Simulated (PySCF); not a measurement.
isocyanic acid (CHNO), singlet, at a GFN2-xTB geometry; R2SCAN/6-31G** in PySCF.

Here is a job for PySCF.
```python
from pyscf import gto, scf, dft

mol = gto.Mole()
mol.atom = '''
    N    -1.090199    0.195504    0.263220
    C     0.048134   -0.049398    0.013786
    O     1.145452   -0.105508   -0.338827
    H    -1.821018   -0.228081    0.785354
'''
mol.basis = '6-31g**'
mol.charge = 0
mol.spin = 0
mol.verbose = 4
mol.symmetry = True
mol.build()

mf = dft.RKS(mol)
mf.xc = 'r2scan'
mf.kernel()
mf.analyze()
```

Q: Predict the main parts of the log of this PySCF run.

A: 
```
PySCF version 2.14.0

[INPUT] verbose = 4
[INPUT] num. atoms = 4
[INPUT] num. electrons = 22
[INPUT] charge = 0
[INPUT] spin (= nelec alpha-beta = 2S) = 0
[INPUT] symmetry True subgroup None
[INPUT] Mole.unit = angstrom
[INPUT] Symbol           X                Y                Z      unit          X                Y                Z       unit  Magmom
[...]
nuclear repulsion = 59.9963085363638
point group symmetry = Cs
symmetry origin: [ 7.73069778e-07 -4.29483210e-07 -5.15379852e-07]
symmetry axis x: [ 0.07171664 -0.85765202  0.50920501]
symmetry axis y: [ 0.95520205 -0.08790958 -0.2825968 ]
symmetry axis z: [-0.28713372 -0.50666056 -0.81292639]
num. orbitals of irrep A' = 34
num. orbitals of irrep A" = 13
number of shells = 21
number of NR pGTOs = 88
number of NR cGTOs = 47
basis = 6-31g**
ecp = {}

******** <class 'pyscf.dft.rks_symm.SymAdaptedRKS'> ********
method = SymAdaptedRKS
initial guess = minao
damping factor = 0
level_shift factor = 0
DIIS = <class 'pyscf.scf.diis.CDIIS'>
diis_start_cycle = 1
diis_space = 8
diis_damp = 0
SCF conv_tol = 1e-09
SCF conv_tol_grad = None
SCF max_cycles = 50
direct_scf = True
direct_scf_tol = 1e-13
XC library pyscf.dft.libxc version 7.1.2
    S. Lehtola, C. Steigemann, M. J. T. Oliveira, and M. A. L. Marques,  SoftwareX 7, 1–5 (2018)
XC functionals = r2scan
    J. W. Furness, A. D. Kaplan, J. Ning, J. P. Perdew, and J. Sun,  J. Phys. Chem. Lett. 11, 8208–8215 (2020)
    J. W. Furness, A. D. Kaplan, J. Ning, J. P. Perdew, and J. Sun,  J. Phys. Chem. Lett. 11, 9248–9248 (2020)
    J. W. Furness, A. D. Kaplan, J. Ning, J. P. Perdew, and J. Sun,  J. Phys. Chem. Lett. 11, 8208–8215 (2020)
    J. W. Furness, A. D. Kaplan, J. Ning, J. P. Perdew, and J. Sun,  J. Phys. Chem. Lett. 11, 9248–9248 (2020)
radial grids:
    Treutler-Ahlrichs [JCP 102, 346 (1995); DOI:10.1063/1.469408] (M4) radial grids

becke partition: Becke, JCP 88, 2547 (1988); DOI:10.1063/1.454033
pruning grids: <function nwchem_prune>
grids dens level: 3
symmetrized grids: True
atomic radii adjust function: <function treutler_atomic_radii_adjust>
small_rho_cutoff = 0
Freeze 0 electrons in irreps []
    22 free electrons in irreps A' A"
Set gradient conv threshold to 3.16228e-05
Initial guess from minao.
tot grids = 51912
init E= -169.091748984493
HOMO (A") = -0.347007204094104  LUMO (A') = -0.040276196250578  gap/eV = 8.34658
cycle= 1 E= -168.494119848746  delta_E= 0.598  |g|= 0.71  |ddm|= 2.37
HOMO (A") = -0.183744647762461  LUMO (A') = 0.0461505704521161  gap/eV = 6.25577
cycle= 2 E= -168.040527718523  delta_E= 0.454  |g|= 1.66  |ddm|= 1.54
HOMO (A") = -0.240860954032245  LUMO (A') = 0.0222341293419452  gap/eV = 7.15918
cycle= 3 E= -168.548350983834  delta_E= -0.508  |g|= 0.427  |ddm|= 1.29
HOMO (A") = -0.268591428094279  LUMO (A') = 0.0115399218651024  gap/eV = 7.62276
cycle= 4 E= -168.587620599509  delta_E= -0.0393  |g|= 0.112  |ddm|= 0.369
HOMO (A") = -0.274563827182863  LUMO (A') = 0.000636266326513368  gap/eV = 7.48858
cycle= 5 E= -168.590477547889  delta_E= -0.00286  |g|= 0.0226  |ddm|= 0.0992
HOMO (A") = -0.271310538844729  LUMO (A') = 0.00400750755744284  gap/eV = 7.49179
cycle= 6 E= -168.590601999164  delta_E= -0.000124  |g|= 0.00408  |ddm|= 0.0214
HOMO (A") = -0.271307546776533  LUMO (A') = 0.00404104810798067  gap/eV = 7.49262
cycle= 7 E= -168.590606393152  delta_E= -4.39e-06  |g|= 0.000196  |ddm|= 0.00376
HOMO (A") = -0.271311538037196  LUMO (A') = 0.00403625269144969  gap/eV = 7.49260
cycle= 8 E= -168.590606401962  delta_E= -8.81e-09  |g|= 3.98e-05  |ddm|= 0.000166
HOMO (A") = -0.271312117385669  LUMO (A') = 0.00403742819359731  gap/eV = 7.49264
cycle= 9 E= -168.590606402313  delta_E= -3.51e-10  |g|= 3.73e-06  |ddm|= 2.99e-05
HOMO (A") = -0.271312302994446  LUMO (A') = 0.00403744348533364  gap/eV = 7.49265
Extra cycle  E= -168.590606402292  delta_E= 2.16e-11  |g|= 1.06e-05  |ddm|= 1.06e-05
converged SCF energy = -168.590606402292
**** SCF Summaries ****
Total Energy =                        -168.590606402291769
Nuclear Repulsion Energy =              59.996308536363806
One-electron Energy =                 -347.701900781831739
Two-electron Energy =                  119.114985843176171
Two-electron Coulomb Energy =          140.327786503284244
DFT Exchange-Correlation Energy =      -21.212800660108069
HOMO-LUMO gap [eV] =                     7.492648241970425
Wave-function symmetry = A'
occupancy for each irrep:     A'   A"
                               9    2
**** MO energy ****
[...]
 ** Mulliken pop on meta-lowdin orthogonal AOs  **
 ** Mulliken pop  **
 ** Mulliken atomic charges  **
charge of    0N =     -0.40721
charge of    1C =      0.45046
charge of    2O =     -0.32384
charge of    3H =      0.28060
Dipole moment(X, Y, Z, Debye): -1.87626, -0.92994,  1.24230
```
